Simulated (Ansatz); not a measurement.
Molecule: CF₂I, net charge 0, doublet state. It need not be the lowest isomer of its formula. SMILES: [C](I)(F)F
Structure (B3LYP-D3(BJ)/def2-TZVP (Ansatz, a program for electronic structure) minimum search):
```xyz
4

C     -1.3480     0.0398    -0.0610
F     -1.9141    -0.3241     1.0767
F     -1.8289    -0.6957    -1.0484
I      0.7882     0.1687     0.0021
```
Charge 0, spin multiplicity 2.

Quantity: atomisation energy (electronic, to ground-state atoms), in kJ/mol. Cores are frozen in the correlated levels unless marked. Open shells are spin-unrestricted. Spin-orbit coupling is left out. The frozen core is the preceding noble-gas configuration, with the filled d and f shells of earlier blocks. In def2 rows, elements after Kr have scalar-relativistic effective core potentials. The coupled-cluster limit lacks core correlation, which all-electron functionals hold. CBS(X,Y): correlation extrapolated as X^-3; Hartree-Fock from the larger set. The bracket is a focal-point correction in the basis named.

```tsv
level	program	atomisation energy (kJ/mol)	minus last row
HF/def2-TZVPP	Ansatz	707.4	-472.2
BHLYP-D4/def2-TZVPD	Ansatz + dftd4	1085.9	-93.7
PBE-QIDH/def2-TZVPD	Ansatz	1181.5	1.9
SCS-MP2/def2-SVPD	Ansatz	1127.7	-51.9
CCSD/def2-TZVPP	Ansatz	1092.0	-87.6
CCSD(T)/def2-TZVPP	Ansatz	1133.8	-45.8
RI-MP2/CBS(def2-TZVPP,def2-QZVPP)+[CCSD(T)-MP2]/def2-TZVPP	Ansatz	1179.6	0.0
```
